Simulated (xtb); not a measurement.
F2Ge, charge +1, doublet, at a GFN2-xTB geometry (a state made from the parent by changing its charge; the spin is typed, not shown lowest); xtb 6.7.1 with GFN1-xTB with ALPB(chcl3).

The xtb input:
```
$ xtb mol.xyz --gfn 1 --chrg 1 --uhf 1 --alpb chcl3 --json

# file mol.xyz
3

Ge     0.00968897    -0.00677150     0.30189338
F      0.79518697     1.45460593    -0.53041594
F     -0.82963666    -1.43052947    -0.54298275
```

### Question
What does xtb print? Leave out banner, timings and long lists.

### Answer

```
   ID    Z sym.   atoms
    1   32 Ge     1
    2    9 F      2, 3

           -------------------------------------------------
          |                Calculation Setup                |
           -------------------------------------------------

           -------------------------------------------------
          |                 G F N 1 - x T B                 |
           -------------------------------------------------

      * Solvation model:               ALPB
        Solvent                        chcl3
        Parameter file                 internal GFN1-xTB/ALPB
        Dielectric constant                4.8100E+00
        Reference state                gsolv [1 M gas/solution]
        Free energy shift                  2.8899E-03 Eh       1.8134E+00 kcal/mol
        Temperature                        2.9815E+02 K
        Density                            1.4900E+00 kg/L
        Solvent mass                       1.1938E+02 g/mol
        Interaction kernel             P16
        Born radius scaling (c1)           1.4984E+00
        Born radii integrator          GBOBC
        Born offset                        0.0000E+00 a0       0.0000E+00 AA
        H-bond correction              false
        Ion screening                  false
        Surface tension                    1.0000E-05 Eh       1.5569E+01 dyn/cm
        Grid points                               230 per atom

          ...................................................
          :                      SETUP                      :
          :.................................................:
          :  # basis functions                  18          :
          :  # atomic orbitals                  17          :
          :  # shells                            7          :
          :  # electrons                        17          :
          :  # halogen bonds                     0          :
          :  max. iterations                   250          :
          :  Hamiltonian                  GFN1-xTB          :
          :  restarted?                      false          :
          :  GBSA solvation                   true          :
          :  PC potential                    false          :
          :  electronic temp.          300.0000000     K    :
          :  accuracy                    1.0000000          :
          :  -> integral cutoff          0.2500000E+02      :
          :  -> integral neglect         0.1000000E-07      :
          :  -> SCF convergence          0.1000000E-05 Eh   :
          :  -> wf. convergence          0.2000000E-04 e    :
          :  Broyden damping             0.4000000          :
          :  net charge                          1          :
          :  unpaired electrons                  1          :
          ...................................................

 iter      E             dE          RMSdq      gap      omega  full diag
   1    -11.1860897 -0.111861E+02  0.851E+00    3.06       0.0  T
   2    -10.8648791  0.321211E+00  0.813E+00    5.35       1.0  T
   3    -11.3966809 -0.531802E+00  0.243E+00    3.79       1.0  T
   4    -11.4432105 -0.465295E-01  0.908E-01    3.83       1.0  T
   5    -11.4446531 -0.144266E-02  0.734E-01    3.44       1.0  T
   6    -11.4466207 -0.196759E-02  0.353E-01    3.54       1.0  T
   7    -11.4470381 -0.417386E-03  0.827E-02    3.62       1.0  T
   8    -11.4470706 -0.325211E-04  0.146E-02    3.64       4.0  T
   9    -11.4470716 -0.996257E-06  0.470E-03    3.65      12.3  T
  10    -11.4470717 -0.118288E-06  0.276E-05    3.65    2091.0  T
  11    -11.4470717 -0.211209E-11  0.892E-06    3.65    6473.6  T

   *** convergence criteria satisfied after 11 iterations ***

         :::::::::::::::::::::::::::::::::::::::::::::::::::::
         ::                     SUMMARY                     ::
         :::::::::::::::::::::::::::::::::::::::::::::::::::::
         :: total energy             -11.445217302109 Eh    ::
         :: total w/o Gsasa/hb       -11.445024077081 Eh    ::
         :: gradient norm              0.033624398870 Eh/a0 ::
         :: HOMO-LUMO gap              3.647593617478 eV    ::
         ::.................................................::
         :: SCC energy               -11.447071726305 Eh    ::
         :: -> electrostatic           0.150245015690 Eh    ::
         :: -> Gsolv                  -0.075257480735 Eh    ::
         ::    -> Gelec               -0.075064255707 Eh    ::
         ::    -> Gsasa               -0.003083077778 Eh    ::
         ::    -> Ghb                  0.000000000000 Eh    ::
         ::    -> Gshift               0.002889852750 Eh    ::
         :: repulsion energy           0.002218141465 Eh    ::
         :: dispersion energy         -0.000363717269 Eh    ::
         :: halogen bond corr.         0.000000000000 Eh    ::
         :: add. restraining           0.000000000000 Eh    ::
         :: total charge               1.000000000000 e     ::
         :::::::::::::::::::::::::::::::::::::::::::::::::::::

           -------------------------------------------------
          |                Property Printout                |
           -------------------------------------------------

    * Orbital Energies and Occupations

         #    Occupation            Energy/Eh            Energy/eV
      -------------------------------------------------------------
         1        2.0000           -0.9641794             -26.2367
         2        2.0000           -0.9614945             -26.1636
         3        2.0000           -0.7765350             -21.1306
         4        2.0000           -0.6855818             -18.6556
         5        2.0000           -0.6772515             -18.4290
         6        2.0000           -0.6741495             -18.3445
         7        2.0000           -0.6725764             -18.3017
         8        2.0000           -0.6664403             -18.1348
         9        1.0000           -0.6110518             -16.6276 (HOMO)
        10                         -0.4770052             -12.9800 (LUMO)
        11                         -0.4198901             -11.4258
        12                         -0.3837897             -10.4434
        13                         -0.3715441             -10.1102
        14                         -0.3611293              -9.8268
        15                         -0.3560430              -9.6884
        16                         -0.2942624              -8.0073
        17                         -0.2072813              -5.6404
      -------------------------------------------------------------
                  HL-Gap            0.1340466 Eh            3.6476 eV
             Fermi-level           -0.5913873 Eh          -16.0925 eV

  Mulliken/CM5 charges         n(s)   n(p)   n(d)
     1Ge    1.12085  1.13338   1.696  0.762  0.421
     2F    -0.06043 -0.06669   1.865  5.196  0.000
     3F    -0.06043 -0.06669   1.865  5.196  0.000

Wiberg/Mayer (AO) data.
largest (>0.10) Wiberg bond orders for each atom

 ---------------------------------------------------------------------------
     #   Z sym  total        # sym  WBO       # sym  WBO       # sym  WBO
 ---------------------------------------------------------------------------
     1  32 Ge   2.382 --     3 F    1.191     2 F    1.191
     2   9 F    1.390 --     1 Ge   1.191     3 F    0.199
     3   9 F    1.390 --     1 Ge   1.191     2 F    0.199
 ---------------------------------------------------------------------------

Topologies differ in total number of bonds
Writing topology from bond orders to xtbtopo.mol

 dipole moment from electron density (au)
     X       Y       Z
   0.0321  -0.0224   0.9998  total (Debye):    2.543

           -------------------------------------------------
          | TOTAL ENERGY              -11.445217302109 Eh   |
          | GRADIENT NORM               0.033624398870 Eh/α |
          | HOMO-LUMO GAP               3.647593617478 eV   |
           -------------------------------------------------

normal termination of xtb
```
